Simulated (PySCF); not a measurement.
Cartesian coordinates in Å; atom numbers follow the order of the lines, from 1:
```xyz
16

N     1.3243    0.9179   -0.4598
C     1.1692   -0.5322   -0.2946
C     0.0630   -0.8723    0.7056
B    -1.2691    0.0809    0.6526
N    -1.3831    0.7028   -0.8454
H     1.4367    1.3593    0.4526
H     2.1556    1.1424   -1.0029
H     2.1216   -1.0269   -0.0169
H     0.9096   -0.9398   -1.2902
H    -0.1869   -1.9388    0.5690
H     0.4767   -0.8051    1.7279
H    -2.3184   -0.5124    0.8892
H    -1.1598    1.0820    1.3643
H    -1.6012    0.0105   -1.5612
H    -2.0833    1.4402   -0.8930
H    -0.4242    1.0946   -1.0116
```

Geometry: PBE0-D3(BJ)/def2-SVP; GIAO shifts from PySCF 2.14.0 with density-fitted response routines, gas phase, non-relativistic, averaged over equivalent atoms.

At KT2/pcSseg-1 (140 basis functions, 20 s wall time on 1 thread of an Arm Neoverse V1, shared host):
```tsv
atoms	δ (ppm)
N1	48.9
N5	44.6
C2	46.6
C3	16.9
B4	-19.5
H14/H15/H16	4.67
H8/H9	3.19
H12/H13	2.56
H10/H11	0.97
H6/H7	0.87
```

Shifts are taken against calculated references (same method and geometry level): 15N (264.30 ppm) vs NH3; 13C (183.22 ppm) and 1H (31.18 ppm) against TMS; 11B (99.90 ppm) vs BF3·OEt2.

Estimate the result of repeating the calculation with KT3/pcSseg-1.

## Answers


```
      atoms  δ at KT3/pcSseg-1  change
         N1               49.1    +0.2
         N5               44.9    +0.3
         C2               46.6    +0.0
         C3               17.8    +0.9
         B4              -18.5    +1.0
H14/H15/H16               4.70   +0.03
      H8/H9               3.13   -0.06
    H12/H13               2.42   -0.14
    H10/H11               0.94   -0.03
      H6/H7               0.88   +0.01
```

Scale: NH3 for 15N (σref 262.01); 13C (σref 182.31), 1H (σref 31.32) vs TMS; 11B (σref 100.51) against BF3·OEt2 (reference shieldings calculated alike).

The largest change is at B4 (boron bonded to C, N, 2 H). Cost: 140 basis functions, 20 s wall time on 1 thread of an Arm Neoverse V1, shared host.

A carbon bonded to boron is broadened by the quadrupolar boron nucleus and is often missing from a measured spectrum. Experimental scales use liquid or dissolved standards, which lie at an offset from isolated NH3 (liquid NH3: subtract about 20 ppm).
